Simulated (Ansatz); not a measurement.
CH4GeOS (`O=[C](S)[GeH3]`), relaxed with RKS PBE0-D4/def2-TZVP in Ansatz 0.2.0 from a PBE-D4/def2-SVP geometry. The force threshold is 0.005 eV/Å; the program also tests the step.

Total charge 0; spin multiplicity 1.

Start:

```xyz
8

O    -1.995   -0.761   -0.358
C    -0.817   -0.732   -0.082
S     0.066   -2.247    0.411
Ge    0.198    1.018   -0.128
H     1.277   -1.645    0.569
H    -0.392    1.908    0.993
H     1.719    0.797    0.106
H    -0.056    1.662   -1.511
```

(1) How much energy does the relaxation release, and in how many steps? (An estimate is asked.)

(2) Which bonds change most? (An estimate is asked.)

(3) Give the relaxed structure. (Estimate.)

Answers

(1) The calculation gave: 0.03 eV, in 7 steps, 1 of them rejected.

(2) The calculation gave: C2–S3 from 1.822 to 1.789 Å; S3–H5 from 1.362 to 1.342 Å; Ge4–H7 from 1.554 to 1.537 Å; C2–Ge4 from 2.024 to 2.008 Å.

(3) Ansatz gave: 
```xyz
8

O    -1.968   -0.768   -0.351
C    -0.804   -0.724   -0.078
S     0.063   -2.216    0.395
Ge    0.194    1.018   -0.125
H     1.260   -1.636    0.568
H    -0.386    1.900    0.986
H     1.695    0.781    0.106
H    -0.054    1.645   -1.500
```
